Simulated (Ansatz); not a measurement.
C$_{2}$H$_{7}$BSe, SMILES `CB[Se]C`, 11 atoms. Total charge 0; spin multiplicity 1. Correlated methods include outer-core shells of Se, which these sets cover unevenly. Scalar relativity is left out up to krypton. All runs use 4 threads of an Intel Xeon Platinum 8375C on a shared host. Correlated methods freeze the cores.

(1) Give the basis size and wall time and peak host memory of each of these runs in Ansatz. RKS PBE0-D4/def2-TZVP frequencies; RKS r2SCAN-D4/def2-TZVPP energy and forces; RKS BHLYP-D4/def2-TZVPP energy; RHF-CCSD(T)/def2-SVP energy; RKS PBE0-D4/def2-SVP energy; RKS HSE06 (plane-wave form)-D4/def2-TZVPP energy; direct RPA on PBE orbitals/def2-TZVPP energy; RKS ωB97M-V/def2-SVP energy; RKS PBE0-D4/def2-TZVPP energy; RKS PBE0-D4/def2-QZVPP energy; RHF-CCSD(T)/def2-TZVPP energy; RKS ωB97M-V/def2-QZVPP energy. (Best estimate.)

Answers

(1) Ansatz gave: Other jobs shared the machine, so times are rough.

```json
{"level": "RKS PBE0-D4/def2-SVP", "job": "energy", "functions": "109", "wall time": "1.4 s", "peak host memory (GiB)": "0.46"}
{"level": "RKS PBE0-D4/def2-TZVPP", "job": "energy", "functions": "239", "wall time": "2.1 s", "peak host memory (GiB)": "0.58"}
{"level": "RKS BHLYP-D4/def2-TZVPP", "job": "energy", "functions": "239", "wall time": "2.4 s", "peak host memory (GiB)": "0.61"}
{"level": "RKS HSE06 (plane-wave form)-D4/def2-TZVPP", "job": "energy", "functions": "239", "wall time": "2.5 s", "peak host memory (GiB)": "0.62"}
{"level": "RKS r2SCAN-D4/def2-TZVPP", "job": "energy and forces", "functions": "239", "wall time": "3.1 s", "peak host memory (GiB)": "0.32"}
{"level": "direct RPA on PBE orbitals/def2-TZVPP", "job": "energy", "functions": "239", "wall time": "3.7 s", "peak host memory (GiB)": "0.54"}
{"level": "RKS ωB97M-V/def2-SVP", "job": "energy", "functions": "109", "wall time": "3.8 s", "peak host memory (GiB)": "0.46"}
{"level": "RHF-CCSD(T)/def2-SVP", "job": "energy", "functions": "109", "wall time": "5.5 s", "peak host memory (GiB)": "0.55"}
{"level": "RKS PBE0-D4/def2-QZVPP", "job": "energy", "functions": "470", "wall time": "7 s", "peak host memory (GiB)": "1.6"}
{"level": "RKS ωB97M-V/def2-QZVPP", "job": "energy", "functions": "470", "wall time": "16 s", "peak host memory (GiB)": "1.9"}
{"level": "RHF-CCSD(T)/def2-TZVPP", "job": "energy", "functions": "239", "wall time": "87 s", "peak host memory (GiB)": "4.7"}
{"level": "RKS PBE0-D4/def2-TZVP", "job": "frequencies", "functions": "183", "wall time": "2 min", "peak host memory (GiB)": "0.5"}
```
